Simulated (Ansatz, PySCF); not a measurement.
Gas-phase reaction in SMILES: F[Si](F)F → F[Si]F + F atom (the F-Si bond at the site shown breaks; other sites are not compared here)
Structures are relaxed separately at B3LYP-D3(BJ)/def2-TZVP in Ansatz (a first-principles code). Unstable Hartree-Fock reference: F[Si]F.

Property: bond dissociation energy (enthalpy at 298 K, with B3LYP-D3(BJ) rigid-rotor harmonic-oscillator terms from PySCF), in kJ/mol. Cores are frozen in the correlated levels unless marked. UHF or UKS for open shells. Spin-orbit coupling is left out. No relativistic terms. Basis-set limits of correlation are two-point, X^-3; Hartree-Fock from the larger set. The bracket is a focal-point correction in the basis named.

| level | program | bond dissociation energy (kJ/mol) | minus last row |
|---|---|---|---|
| HF/6-31G | Ansatz | 182.7 | -263.4 |
| HF/6-31G* | Ansatz | 339.8 | -106.3 |
| HF/cc-pV(T+d)Z | Ansatz | 362.1 | -84.0 |
| HF/def2-TZVPD | PySCF | 364.1 | -82.0 |
| RI-HF/cc-pV(Q+d)Z | Ansatz | 369.0 | -77.1 |
| SVWN5/def2-TZVPD | Ansatz | 521.3 | 75.2 |
| BP86/def2-TZVPD | PySCF | 443.8 | -2.3 |
| TPSS-D3(BJ)/def2-TZVPD | PySCF + dftd3 | 446.4 | 0.3 |
| PBE0-D4/def2-TZVP | Ansatz + dftd4 | 444.6 | -1.5 |
| BHLYP-D3(BJ)/def2-TZVPD | Ansatz + dftd3 | 418.7 | -27.4 |
| PW6B95-D4/def2-TZVPD | PySCF + dftd4 | 436.9 | -9.2 |
| PW6B95/def2-TZVPD | PySCF | 434.8 | -11.3 |
| B2PLYP/def2-TZVPD | Ansatz | 438.3 | -7.8 |
| RPA@PBE/cc-pV(T+d)Z | Ansatz | 382.9 | -63.2 |
| MP2/cc-pwCVTZ | Ansatz | 478.2 | 32.1 |
| SCS-MP2/STO-3G | Ansatz | 144.6 | -301.5 |
| CCSD/cc-pV(D+d)Z | Ansatz | 366.2 | -79.9 |
| CCSD(T)/6-31G | Ansatz | 250.5 | -195.6 |
| CCSD(T)/6-31G* | Ansatz | 404.0 | -42.1 |
| CCSD(T)/cc-pV(T+d)Z | Ansatz | 429.6 | -16.5 |
| RI-MP2/CBS(cc-pV(T+d)Z,cc-pV(Q+d)Z)+[CCSD(T)-MP2]/cc-pV(T+d)Z | Ansatz | 446.1 | 0.0 |
